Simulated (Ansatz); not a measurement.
Results of the Gaussian-basis code of Ansatz.

A structure relaxed at PBE0-D4/def2-TZVP, charge 0, multiplicity 1:

```
atom    x (Å)    y (Å)    z (Å)
  C1   0.6545  -0.6499   0.2281
  C2  -0.6581  -0.1545  -0.3535
 Si3  -1.1770   1.6657  -0.3348
 Cl4   0.4564   2.5552   0.6213
  H5   0.7609  -1.7320   0.1167
  H6   0.7302  -0.4135   1.2912
  H7   1.5076  -0.1772  -0.2622
  H8  -0.7547  -0.4301  -1.4174
  H9  -1.5198  -0.6637   0.1106
```

Problem. Give its formula and SMILES.

Solution. C2H5ClSi, `CC[Si]Cl`.

Problem. Point group (tolerance 0.08 Å, 0.16 Å for H)?

Solution. Cs.

Problem. Summarise the bond lengths by kind.

Solution. 1 × C–C 1.519 Å; 5 × C–H 1.092 to 1.103 Å; 1 × C–Si 1.893 Å; 1 × Cl–Si 2.091 Å.
